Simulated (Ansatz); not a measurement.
CH2BF3O2Te, SMILES `OB(O)[Te]C(F)(F)F` at its PBE0-D4/def2-TZVP geometry, where that method's forces vanish. Total charge 0; spin multiplicity 1. Te: def2 effective core potential.

```xyz
10

O    -0.3338   -0.6283   -2.4900
B    -0.2662   -0.1943   -1.2048
O    -0.9954    0.7917   -0.6339
Te    1.2033   -1.2506    0.0138
C     0.8013   -0.1201    1.8283
F    -0.4544   -0.2494    2.2533
F     1.0459    1.1823    1.6939
F     1.6037   -0.5832    2.7950
H    -0.9719   -0.1827   -3.0541
H    -1.6326    1.2346   -1.2014
```

Task: What forces (eV/Å) does r2SCAN-D4/def2-TZVPP give on these atoms in the Gaussian-basis code of Ansatz? (Best estimate.)

Result: Computed: 
```
O1   0.032 -0.098 -0.165
B2   0.067 -0.050  0.046
O3  -0.074  0.139  0.155
Te4  0.083 -0.135 -0.121
C5   0.030 -0.107 -0.195
F6  -0.368 -0.032  0.112
F7   0.061  0.377 -0.049
F8   0.226 -0.133  0.264
H9  -0.032  0.029 -0.011
H10 -0.024  0.010 -0.036
```
